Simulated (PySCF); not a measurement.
## Atomic charges against the basis set

Species: CH₇NOSi₂.
Numbering: `[CH2:1]=[N:2][SiH2:3][O:4][SiH3:5]` (hydrogens: H6, H7 on C1; H8, H9 on Si3; H10, H11, H12 on Si5)

Geometry (PBE0-D3(BJ)/def2-SVP, Å), atoms numbered from 1 in this order:
```xyz
12
CH7NOSi2 angstrom
C      2.3450    0.7915    0.4019
N      1.2646    0.5720   -0.2105
Si     0.4962   -0.9893   -0.4105
O     -1.0672   -0.8444    0.1018
Si    -2.3122    0.2589    0.0562
H      2.9613    0.0083    0.8963
H      2.7491    1.8187    0.4816
H      1.1496   -2.0635    0.3980
H      0.5427   -1.3164   -1.8634
H     -3.5686   -0.4640    0.4014
H     -2.0813    1.3501    1.0473
H     -2.4398    0.8507   -1.3096
```

PBE0 throughout (PySCF), one geometry, spherical d and f functions. The structure is a single PBE0-D3(BJ)/def2-SVP conformer in the gas phase; no vibrational or solvent corrections. The first 7 of 9 kinds of atom are listed.

Mulliken charges (e):

```tsv
basis	functions	C1	N2	Si3	O4	Si5	H6	H7
STO-3G	40	-0.053	-0.407	+0.824	-0.526	+0.660	+0.058	+0.077
6-31G	67	-0.115	-0.562	+1.097	-0.953	+0.858	+0.144	+0.174
pcSseg-0	67	-0.096	-0.831	+1.248	-1.029	+0.814	+0.200	+0.230
6-31G*	92	-0.147	-0.421	+0.783	-0.677	+0.597	+0.153	+0.173
cc-pVDZ	113	+0.068	-0.309	+0.583	-0.513	+0.448	+0.036	+0.054
def2-SVP	113	+0.045	-0.370	+0.735	-0.585	+0.584	+0.045	+0.063
aug-cc-pVDZ	186	+0.657	-0.469	+0.237	-1.030	-0.198	-0.209	-0.249
6-311+G(2d,p)	193	-0.158	-0.435	+0.984	-0.948	+0.679	+0.113	+0.125
def2-TZVP	209	-0.110	-0.270	+0.446	-0.406	+0.294	+0.103	+0.125
cc-pVTZ	256	-0.048	-0.246	+0.409	-0.343	+0.281	+0.071	+0.103
IGLO-III	263	+0.002	-0.539	+1.068	-0.681	+0.878	+0.074	+0.115
```

IAO charges (e):

```json
{"basis": "STO-3G", "functions": "40", "C1": "-0.141", "N2": "-0.430", "Si3": "+0.949", "O4": "-0.702", "Si5": "+0.772", "H6": "+0.092", "H7": "+0.123"}
{"basis": "6-31G", "functions": "67", "C1": "-0.099", "N2": "-0.495", "Si3": "+0.948", "O4": "-0.799", "Si5": "+0.698", "H6": "+0.111", "H7": "+0.154"}
{"basis": "pcSseg-0", "functions": "67", "C1": "-0.082", "N2": "-0.500", "Si3": "+0.968", "O4": "-0.802", "Si5": "+0.696", "H6": "+0.104", "H7": "+0.144"}
{"basis": "6-31G*", "functions": "92", "C1": "-0.064", "N2": "-0.532", "Si3": "+1.083", "O4": "-0.858", "Si5": "+0.835", "H6": "+0.104", "H7": "+0.139"}
{"basis": "cc-pVDZ", "functions": "113", "C1": "-0.067", "N2": "-0.521", "Si3": "+1.072", "O4": "-0.855", "Si5": "+0.826", "H6": "+0.103", "H7": "+0.138"}
{"basis": "def2-SVP", "functions": "113", "C1": "-0.060", "N2": "-0.522", "Si3": "+1.086", "O4": "-0.854", "Si5": "+0.844", "H6": "+0.100", "H7": "+0.135"}
{"basis": "aug-cc-pVDZ", "functions": "186", "C1": "-0.069", "N2": "-0.532", "Si3": "+1.078", "O4": "-0.863", "Si5": "+0.826", "H6": "+0.107", "H7": "+0.143"}
{"basis": "6-311+G(2d,p)", "functions": "193", "C1": "-0.068", "N2": "-0.544", "Si3": "+1.114", "O4": "-0.882", "Si5": "+0.862", "H6": "+0.108", "H7": "+0.144"}
{"basis": "def2-TZVP", "functions": "209", "C1": "-0.067", "N2": "-0.545", "Si3": "+1.126", "O4": "-0.886", "Si5": "+0.873", "H6": "+0.107", "H7": "+0.142"}
{"basis": "cc-pVTZ", "functions": "256", "C1": "-0.068", "N2": "-0.539", "Si3": "+1.112", "O4": "-0.879", "Si5": "+0.858", "H6": "+0.107", "H7": "+0.142"}
{"basis": "IGLO-III", "functions": "263", "C1": "-0.069", "N2": "-0.545", "Si3": "+1.123", "O4": "-0.885", "Si5": "+0.870", "H6": "+0.108", "H7": "+0.144"}
```

Q: Which scheme is steadiest as the basis changes?

A: Largest range over the bases for any column: IAO 0.18 e, Mulliken 1.08 e. IAO charges move least and Mulliken charges most, counted in e. Without the minimal STO-3G basis the ranges are IAO 0.18, Mulliken 1.08 e.

Q: How much do the charges still move between the two largest bases, cc-pVTZ and IGLO-III?

A: At most, over all atoms: Mulliken 0.659 e, IAO 0.012 e.

Q: What do the same runs give for the total energy, the frontier levels and the dipole moment?

A: 
| basis | energy (Eh) | HOMO (eV) | LUMO (eV) | μ (D) |
| --- | --- | --- | --- | --- |
| STO-3G | -741.9063 | -3.90 | 2.82 | 0.83 |
| 6-31G | -750.6956 | -6.99 | -0.91 | 1.65 |
| pcSseg-0 | -749.7811 | -7.07 | -1.04 | 1.71 |
| 6-31G* | -750.8480 | -7.11 | -0.82 | 1.51 |
| cc-pVDZ | -750.8841 | -7.12 | -0.91 | 1.48 |
| def2-SVP | -750.5789 | -7.19 | -1.00 | 1.52 |
| aug-cc-pVDZ | -750.9001 | -7.29 | -1.22 | 1.57 |
| 6-311+G(2d,p) | -750.9696 | -7.35 | -1.25 | 1.61 |
| def2-TZVP | -750.9932 | -7.31 | -1.18 | 1.58 |
| cc-pVTZ | -750.9858 | -7.27 | -1.11 | 1.56 |
| IGLO-III | -750.9948 | -7.33 | -1.21 | 1.58 |

The dipole is fixed by the density alone, so its range of 0.88 D shows that the density itself changes with the basis, not only its division among atoms.
